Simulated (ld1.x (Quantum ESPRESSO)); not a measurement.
Cs (Z = 55): excitation energies, all-electron against PAW

ld1.x (Quantum ESPRESSO) 7.5 input, shortened:

```
&input
   title='Cs', zed=55., rel=2, dft='PZ', iswitch=3,
   config='[Xe] 5d0 6s1 6p0', rel_dist='average'
 /
 &inputp
   pseudotype=3, lpaw=.true., tm=.true., lloc=-1, rcloc=1.85,
   nlcc=.true., new_core_ps=.true.,
   which_augfun='BESSEL', rmatch_augfun=2.45
 /
6
5S  1  0   2.00   0.00  2.25  2.30  0.0
6S  2  0   1.00   0.00  2.25  2.30  0.0
5P  2  1   6.00   0.00  2.75  3.05  0.0
6P  3  1   0.00   0.00  2.75  3.05  0.0
5D  3  2   0.00   0.00  3.40  4.30  0.0
5D  3  2   0.00   5.00  3.40  4.30  0.0
 &test
   configts(1)='5s2 5p6 5d0 6s1 6p0'
 /
```

Open shells are filled in proportion to 2j + 1 (rel_dist='average').

Energies are relative to the spin-unpolarised reference configuration 5s2 5p6 5d0 6s1 6p0; without spin polarisation the order of configurations can differ from experiment. The frozen-core shift is the all-electron ΔE with the core orbitals held at their reference shape minus the fully relaxed ΔE.

Task: Give the all-electron excitation energy and the error of the potential for: 5s2 5p6 5d0 6s0 6p0; 5s2 5p6 5d0 6s0.5 6p0; 5s2 5p6 5d0 6s0 6p1; 5s2 5p5 5d0 6s1 6p0; 5s2 5p6 5d0.5 6s0.5 6p0; 5s2 5p6 5d1 6s0 6p0; 5s1 5p6 5d0 6s1 6p0.

Result:

| valence configuration | charge | ΔE all-electron (eV) | error AE − PS (meV) | frozen-core shift (meV) |
| --- | --- | --- | --- | --- |
| 5s2 5p6 5d0 6s0 6p0 | +1 | 3.999 | +0.1 | 0.0 |
| 5s2 5p6 5d0 6s0.5 6p0 | +0.5 | 1.555 | 0.0 | 0.0 |
| 5s2 5p6 5d0 6s0 6p1 | 0 | 1.472 | +0.1 | +0.1 |
| 5s2 5p5 5d0 6s1 6p0 | +1 | 18.038 | +9.4 | +6.0 |
| 5s2 5p6 5d0.5 6s0.5 6p0 | 0 | 0.867 | +0.1 | +0.1 |
| 5s2 5p6 5d1 6s0 6p0 | 0 | 1.721 | +0.5 | +0.1 |
| 5s1 5p6 5d0 6s1 6p0 | +1 | 31.853 | +26 | +21 |

Levels in the configuration 5s2 5p5 5d0 6s1 6p0:

```
   level  all-electron (eV)  pseudo (eV)
5s j=1/2            -36.388      -36.363
5p j=1/2            -23.862      -23.842
5p j=3/2            -22.038      -22.019
6s j=1/2             -7.570       -7.568
```

The ghost test of this file was not conclusive.
